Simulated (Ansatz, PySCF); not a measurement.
Spin gap between two states, R1 and P1; the higher of the two is an excited state, each structure at its B3LYP-D3(BJ)/def2-TZVP stationary point, reached from a drawn start (curvature not checked).
P1, O2 (SMILES O=O) (charge 0, multiplicity 1):
```xyz
2

O      0.5490     0.1907    -0.1574
O     -0.5490    -0.1907     0.1574
```
R1, O2 (SMILES O=O) (charge 0, multiplicity 3, Z-matrix in Å and degrees):
```
O
O 1 1.2043
```

P less R. No zero-point or thermal terms; singlets are restricted closed shells; open shells are unrestricted; no spin–orbit coupling.

Correlated levels freeze the cores. CBS(a, b) extrapolates the correlation energy as X⁻³ and adds the Hartree–Fock energy of set b.

The values were computed with Ansatz (Gaussian basis) for Hartree–Fock, density functionals and correlated methods; PySCF for the D3/D4 terms. Each number belongs to the level named beside it.

Problem. One of these levels gives 44.64 kcal/mol for the spin gap. Name it.
A. PBE-D3(BJ)/def2-TZVPP
B. HF/cc-pVQZ
C. r2SCAN/def2-TZVPP
D. MP2/CBS(cc-pVTZ, cc-pVQZ)

Solution. C, r2SCAN/def2-TZVPP. The others give 54.06 (HF/cc-pVQZ), 37.98 (PBE-D3(BJ)/def2-TZVPP), 28.54 (MP2/CBS(cc-pVTZ, cc-pVQZ))

Ansatz is an electronic-structure program.
